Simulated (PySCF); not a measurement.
Be(tBu)(SH) (C₄H₁₀BeS), SMILES C[C](C)(C)[Be][SH].

Geometry: B3LYP-D3(BJ)/def2-SVP. One conformer was computed; it need not be the lowest.

The numbers are results of PySCF with B3LYP-D3(BJ)/def2-SVP, not measurements.

Frequencies are harmonic and unscaled.

A small imaginary wavenumber (i) marks a very flat motion, where grid noise or a shallow saddle decides the sign.

Computed vibrational spectrum:
```json
[
 {"mode": "1", "ν (cm⁻¹)": "29i", "IR (km/mol)": "15.8", "moving atoms (share of kinetic energy)": "H 94 %"},
 {"mode": "2", "ν (cm⁻¹)": "82", "IR (km/mol)": "0.2", "moving atoms (share of kinetic energy)": "C 48 %, H 28 %, S 13 %, Be 11 %"},
 {"mode": "3", "ν (cm⁻¹)": "84", "IR (km/mol)": "1.4", "moving atoms (share of kinetic energy)": "C 48 %, H 28 %, S 13 %, Be 10 %"},
 {"mode": "4", "ν (cm⁻¹)": "241", "IR (km/mol)": "0.0", "moving atoms (share of kinetic energy)": "H 99 %"},
 {"mode": "5", "ν (cm⁻¹)": "262", "IR (km/mol)": "0.3", "moving atoms (share of kinetic energy)": "S 45 %, C 32 %, H 20 %"},
 {"mode": "6", "ν (cm⁻¹)": "283", "IR (km/mol)": "0.7", "moving atoms (share of kinetic energy)": "H 95 %"},
 {"mode": "7", "ν (cm⁻¹)": "284", "IR (km/mol)": "0.1", "moving atoms (share of kinetic energy)": "H 95 %"},
 {"mode": "8", "ν (cm⁻¹)": "317", "IR (km/mol)": "27.2", "moving atoms (share of kinetic energy)": "Be 48 %, H 28 %, C 22 %"},
 {"mode": "9", "ν (cm⁻¹)": "343", "IR (km/mol)": "7.1", "moving atoms (share of kinetic energy)": "C 38 %, H 31 %, Be 31 %"},
 {"mode": "10", "ν (cm⁻¹)": "378", "IR (km/mol)": "9.9", "moving atoms (share of kinetic energy)": "C 51 %, H 40 %, Be 9 %"},
 {"mode": "11", "ν (cm⁻¹)": "407", "IR (km/mol)": "17.6", "moving atoms (share of kinetic energy)": "Be 48 %, C 34 %, H 17 %"},
 {"mode": "12", "ν (cm⁻¹)": "494", "IR (km/mol)": "3.5", "moving atoms (share of kinetic energy)": "C 51 %, H 34 %, S 11 %"},
 {"mode": "13", "ν (cm⁻¹)": "641", "IR (km/mol)": "4.8", "moving atoms (share of kinetic energy)": "H 73 %, Be 20 %"},
 {"mode": "14", "ν (cm⁻¹)": "800", "IR (km/mol)": "0.1", "moving atoms (share of kinetic energy)": "C 67 %, H 25 %"},
 {"mode": "15", "ν (cm⁻¹)": "949", "IR (km/mol)": "0.0", "moving atoms (share of kinetic energy)": "H 82 %, C 18 %"},
 {"mode": "16", "ν (cm⁻¹)": "950", "IR (km/mol)": "2.4", "moving atoms (share of kinetic energy)": "C 50 %, H 50 %"},
 {"mode": "17", "ν (cm⁻¹)": "951", "IR (km/mol)": "2.0", "moving atoms (share of kinetic energy)": "H 51 %, C 49 %"},
 {"mode": "18", "ν (cm⁻¹)": "1008", "IR (km/mol)": "10.2", "moving atoms (share of kinetic energy)": "H 70 %, C 26 %"},
 {"mode": "19", "ν (cm⁻¹)": "1012", "IR (km/mol)": "3.7", "moving atoms (share of kinetic energy)": "H 72 %, C 28 %"},
 {"mode": "20", "ν (cm⁻¹)": "1016", "IR (km/mol)": "152.1", "moving atoms (share of kinetic energy)": "Be 59 %, H 27 %, C 10 %"},
 {"mode": "21", "ν (cm⁻¹)": "1194", "IR (km/mol)": "0.1", "moving atoms (share of kinetic energy)": "C 64 %, H 36 %"},
 {"mode": "22", "ν (cm⁻¹)": "1197", "IR (km/mol)": "0.0", "moving atoms (share of kinetic energy)": "C 65 %, H 35 %"},
 {"mode": "23", "ν (cm⁻¹)": "1260", "IR (km/mol)": "36.7", "moving atoms (share of kinetic energy)": "C 57 %, H 27 %, Be 15 %"},
 {"mode": "24", "ν (cm⁻¹)": "1380", "IR (km/mol)": "0.8", "moving atoms (share of kinetic energy)": "H 82 %, C 18 %"},
 {"mode": "25", "ν (cm⁻¹)": "1381", "IR (km/mol)": "0.9", "moving atoms (share of kinetic energy)": "H 81 %, C 19 %"},
 {"mode": "26", "ν (cm⁻¹)": "1409", "IR (km/mol)": "0.0", "moving atoms (share of kinetic energy)": "H 81 %, C 19 %"},
 {"mode": "27", "ν (cm⁻¹)": "1454", "IR (km/mol)": "1.4", "moving atoms (share of kinetic energy)": "H 96 %"},
 {"mode": "28", "ν (cm⁻¹)": "1455", "IR (km/mol)": "1.3", "moving atoms (share of kinetic energy)": "H 96 %"},
 {"mode": "29", "ν (cm⁻¹)": "1460", "IR (km/mol)": "0.0", "moving atoms (share of kinetic energy)": "H 96 %"},
 {"mode": "30", "ν (cm⁻¹)": "1479", "IR (km/mol)": "7.0", "moving atoms (share of kinetic energy)": "H 96 %"},
 {"mode": "31", "ν (cm⁻¹)": "1480", "IR (km/mol)": "7.2", "moving atoms (share of kinetic energy)": "H 96 %"},
 {"mode": "32", "ν (cm⁻¹)": "1483", "IR (km/mol)": "20.7", "moving atoms (share of kinetic energy)": "H 94 %"},
 {"mode": "33", "ν (cm⁻¹)": "2651", "IR (km/mol)": "0.7", "moving atoms (share of kinetic energy)": "H 97 %"},
 {"mode": "34", "ν (cm⁻¹)": "2979", "IR (km/mol)": "32.5", "moving atoms (share of kinetic energy)": "H 96 %"},
 {"mode": "35", "ν (cm⁻¹)": "2979", "IR (km/mol)": "30.9", "moving atoms (share of kinetic energy)": "H 96 %"},
 {"mode": "36", "ν (cm⁻¹)": "2983", "IR (km/mol)": "66.9", "moving atoms (share of kinetic energy)": "H 96 %"},
 {"mode": "37", "ν (cm⁻¹)": "3054", "IR (km/mol)": "21.0", "moving atoms (share of kinetic energy)": "H 91 %, C 9 %"},
 {"mode": "38", "ν (cm⁻¹)": "3057", "IR (km/mol)": "13.2", "moving atoms (share of kinetic energy)": "H 91 %, C 9 %"},
 {"mode": "39", "ν (cm⁻¹)": "3059", "IR (km/mol)": "52.7", "moving atoms (share of kinetic energy)": "H 92 %, C 8 %"},
 {"mode": "40", "ν (cm⁻¹)": "3082", "IR (km/mol)": "19.3", "moving atoms (share of kinetic energy)": "H 91 %, C 9 %"},
 {"mode": "41", "ν (cm⁻¹)": "3086", "IR (km/mol)": "24.6", "moving atoms (share of kinetic energy)": "H 91 %, C 9 %"},
 {"mode": "42", "ν (cm⁻¹)": "3087", "IR (km/mol)": "41.7", "moving atoms (share of kinetic energy)": "H 91 %, C 9 %"}
]
```
